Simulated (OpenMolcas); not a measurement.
# Ag⁷⁺: CASPT2 settings compared

- Program: OpenMolcas 26.06
- Basis: ANO-RCC-VDZP [6s5p3d1f]
- Scalar Hamiltonian: DKH2, point nucleus
- Active space: 4 electrons in 5 orbitals (4d)
- State averaging: 2S+1 = 5 even, 5 roots; 2S+1 = 3 even, 45 roots kept (CI in the orbitals of an earlier block); 2S+1 = 1 even, 50 roots kept (CI in the orbitals of an earlier block)
- Spin-orbit coupling: state interaction with AMFI integrals over the reference wave functions, term energies averaged over their components

Methods on the same reference wave functions:
A. CASSCF
B. SS-CASPT2, IPEA 0.6 Eh, no level shift (closed shells correlated: 3d 4s 4p)
C. SS-CASPT2, IPEA 0.3 Eh, sigma1 regulariser 0.3 Eh (closed shells correlated: 3d 4s 4p)
D. SS-CASPT2, IPEA 0 Eh, real shift 0.2 Eh (closed shells correlated: 4s 4p)
E. MS-CASPT2, IPEA 0.3 Eh, sigma1 regulariser 0.3 Eh (closed shells correlated: 3d 4s 4p)
F. MS-CASPT2, IPEA 0.6 Eh, no level shift (closed shells correlated: 3d 4s 4p)

Energies in cm⁻¹ above 4d⁴ ⁵D₀, the measured ground level; measured values from Atoms 5, 11 (2017), spectra Ag VII to Ag IX.

```csv
Level,A,B,C,D,E,F,Measured
4d⁴ ⁵D₀,0.0,0.0,0.0,0.0,0.0,0.0,0.0
4d⁴ ⁵D₁,1268,1356,1370,1387,1379,1366,1340
4d⁴ ⁵D₂,3154,3290,3310,3340,3330,3310,3212
4d⁴ ⁵D₃,5310,5450,5470,5500,5490,5470,5292
4d⁴ ⁵D₄,7590,7700,7720,7730,7730,7720,7443
4d⁴ ³P₀(1),25064,22690,22380,22010,22350,22640,21309
4d⁴ ³H₄ [65 %],26381,26000,25830,25600,25830,25990,23302
4d⁴ ³H₅,29181,29190,29040,28810,29060,29220,26250
4d⁴ ³P₁(1),30362,28200,27890,27510,27900,28220,26526
4d⁴ ³H₆,31076,31260,31130,30940,31150,31290,28185
4d⁴ ³F₂(1),32166,30470,30150,29750,30140,30440,28051
4d⁴ ³F₄(1) [54 %],33363,32250,31990,31660,32020,32280,
4d⁴ ³P₂(1),36780,34400,34070,33680,34150,34490,32134
4d⁴ ³G₄ [60 %],37502,35800,35580,35290,35630,35860,32698
4d⁴ ³G₅,39537,38430,38220,37940,38240,38450,35077
4d⁴ ¹I₆,43981,43890,43900,43850,43920,43920,39744
4d⁴ ³D₃,43984,40570,40190,39770,40210,40600,36879
4d⁴ ³D₂ [70 %],44912,41760,41420,41040,41380,41720,38402
4d⁴ ³D₁,46212,42830,42440,42010,42450,42840,39191
4d⁴ ¹G₄(1) [69 %],48832,46300,46140,45920,46200,46380,43104
4d⁴ ¹S₀(1),53487,47760,47290,46750,47360,47820,
4d⁴ ¹D₂(1),55804,52900,52800,52670,52860,52960,
4d⁴ ¹F₃,60942,57140,56940,56730,56960,57160,52004
4d⁴ ³P₂(2),69404,64450,64090,63760,64070,64420,
```

Deviations, from unrounded energies. A percentage is the sum of absolute deviations over the sum of measured energies, with the sign that they share, or ± where signs differ.

```tsv
Against measurement	Levels	A	B	C	D	E	F
mean absolute deviation (cm-1)	19	3900	2500	2300	2000	2300	2500
fine structure of the ground term (%)	4	±1.7	+3.0	+3.4	+3.9	+3.7	+3.4
other terms of the ground configuration (%)	15	+14.7	+9.2	+8.4	+7.6	+8.5	+9.2
```

D lies closest to measurement on these levels and A furthest from it. The largest miss of D in the table is 4d⁴ ¹F₃, by +4700 cm-1. The ranking rests on the paired levels alone, and a cruder setting can come out closer through cancelling errors.

Among B to F the level of the table that moves most is 4d⁴ ¹S₀(1), by 1100 cm-1 (lowest in D, highest in F). Moves below CASPT2's spread within the term are not significant.

The mean deviations of B to F differ by less than CASPT2's widest spread within a term (1100 cm-1), so their order carries little weight.

From A to B the spin-free energies of the other terms of 4d⁴ shown, above ⁵D, scale by factors of 0.86 to 1.00.

The lowest spin-free term lies below A's lowest term by 0.185 hartree in B, 0.191 hartree in C, 0.178 hartree in D, 0.191 hartree in E, 0.185 hartree in F.

Term energies are means over components that CASPT2 splits; among the terms shown or strongly mixed into the levels shown the widest spread is 1100 cm-1 (4d⁴ ¹I, F). Terms from blocks run as CI alone lack orbitals of their own. The basis is small and was not contracted for so high a charge. Without dynamic correlation excited terms often stand tens of per cent too high (terms of higher spin than the ground term too low), and those without a measured partner can miss by more than the paired ones (holds for A). The CASPT2 spread within a term exceeds the gap to the next term for 4d⁴ ¹G(1) and 4d⁴ ¹I, so the order of their levels is uncertain (holds for E; F). Computed and measured levels are paired by configuration, term and J; levels that our copy of the source lacks, or whose pairing is in doubt (as where it misses far off the trend of its configuration), stay unpaired and out of the deviations. Levels of configurations outside the active space are missing. The table leaves out levels that lie high or whose names do not pair safely across all columns.

A share in square brackets marks a mixed level and gives the weight of the term that names it, the lowest over the columns. A number in round brackets counts repeated terms of one configuration in the order of the reference energies.
